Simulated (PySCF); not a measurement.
CH6GaNO2, SMILES C[O][Ga]([NH2])[OH].

Geometry optimised at PBE0-D3(BJ)/def2-SVP. The structure was generated by enumeration; whether it is a known compound was not checked. The values are those of a single conformer.

Two levels are set side by side: PBE/def2-TZVP (PySCF) and PBE0/def2-TZVP (PySCF). Same geometry, gas phase. Differences are taken from unrounded values.

```csv
quantity,PBE0
orbital gap (eV),7.02
highest occupied level (eV),-7.47
lowest empty level (eV),-0.45
dipole moment (D),3.43
mean polarisability (bohr³),51.5
```

Task: What does PBE give, and how far is it from PBE0? (Estimate from the structure and the level; the computed values follow.)

Result: 
```tsv
quantity	PBE	PBE minus PBE0
orbital gap (eV)	4.59	-2.43
highest occupied level (eV)	-5.97	1.51
lowest empty level (eV)	-1.38	-0.92
dipole moment (D)	3.30	-0.13
mean polarisability (bohr³)	55.0	3.5
```

PBE's occupied levels lie high since its potential decays too fast outside the molecule; exact exchange lowers them and widens the gap. Loosely held outer electrons make PBE densities more polarisable. Differences between two approximate levels are no errors against the true value.

Rough cost on one machine, each run with all the roots and properties that it gave: PBE0 against PBE within a factor of 2.
